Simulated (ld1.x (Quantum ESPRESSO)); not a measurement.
What one change does to a pseudopotential (Fe, TM)

* Element: iron (Fe)
* Generator: ld1.x (Quantum ESPRESSO) 7.5
* Type: norm-conserving Troullier–Martins (Kleinman–Bylander form)
* Functional: PBE
* Relativity: scalar-relativistic
* Frozen core: [Ar]
* Valence charge: 8
* Reference configuration: 3d6 4s2 4p0
* Partial waves: 4s (bound): rc 2.35 bohr; 4p (bound, empty): rc 3.40 bohr; 3d (bound): rc 0.95 bohr
* Local potential: the d channel
* Core correction: Bessel-smoothed model core inside 0.95 bohr

Change: core correction Bessel-smoothed model core inside 0.42 bohr.

Cutoffs: the cutoffs (Ry, on a coarse ladder) from which the occupation-weighted sum of valence levels, in a spherical-Bessel basis at the reference potential, stays within 10 and 1 mRy of its value at 400 Ry; they do not see the model core or the augmentation charge, which bear on the density cutoff. Errors are all-electron minus pseudo energies relative to the spin-unpolarised reference configuration.

Problem. What does the change do?

Solution. The potential gets neither clearly harder nor softer (200 Ry and 260 Ry → 200 Ry and 260 Ry); both files keep a bound ghost (p, s); the errors of the 7 common tests hardly move. A model core, the more so a compact one, raises the density cutoff, which this test does not measure.

```tsv
quantity	base	changed
cutoff, loose	200 Ry	200 Ry
cutoff, tight	260 Ry	260 Ry
bound ghosts	s, p	s, p
error for 3d6 4s1 4p0, meV [ΔE 8.73 eV]	-6.6	-6.5
error for 3d6 4s0 4p0, meV [ΔE 24.93 eV]	-53	-53
error for 3d5 4s0 4p0, meV [ΔE 59.16 eV]	-171	-171
error for 3d7 4s0 4p0, meV [ΔE 6.64 eV]	-234	-233
error for 3d6.5 4s1.5 4p0, meV [ΔE -0.73 eV]	-35	-35
error for 3d6 4s0 4p2, meV [ΔE 8.46 eV]	-1.1	-1.0
error for 3d7 4s1 4p0, meV [ΔE -0.79 eV]	-115	-115
s: phases at 3.71 bohr within 0.05 rad from the reference energy up to (Ry; the scan ends near 5)	0.7	0.7
p: phases at 3.71 bohr within 0.05 rad from the reference energy up to (Ry; the scan ends near 5)	1.4	1.4
d: phases at 3.71 bohr within 0.05 rad from the reference energy up to (Ry; the scan ends near 5)	3.2	3.2
```

Base: These tests converged, but a pseudo level misses the all-electron one widely, so the file describes the atom poorly there or has found another state: 3d5 4s0 4p0: empty 4s by 8.1 eV. Changed file: These tests converged, but a pseudo level misses the all-electron one widely, so the file describes the atom poorly there or has found another state: 3d5 4s0 4p0: empty 4s by 8.1 eV. A true bound ghost makes a file unfit for plane-wave use even where its test errors are small: the radial tests pick states by their node count and pass the ghost by.
